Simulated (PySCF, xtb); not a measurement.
C₂H₇O, SMILES C[OH+]C, charge +1.

Harmonic wavenumbers (cm⁻¹) from GFN2-xTB (xtb) at its own minimum, in rising order: 179, 241, 370, 823, 873, 986, 1034, 1068, 1154, 1170, 1246, 1390, 1398, 1414, 1423, 1424, 1437, 3028, 3029, 3054, 3054, 3055, 3058, 3252.

**Question.** What does PySCF with B3LYP-D3(BJ)/def2-TZVP give at its own minimum? (Estimate from the structure and the level; the computed values follow.)

**Answer.** 148, 203, 337, 652, 798, 908, 1090, 1145, 1199, 1266, 1428, 1461, 1475, 1482, 1484, 1487, 1496, 3083, 3083, 3194, 3194, 3207, 3208, 3685. Paired by order, the mean absolute difference is 100 cm⁻¹ and the zero-point energies are 56.0 and 58.2 kcal/mol.
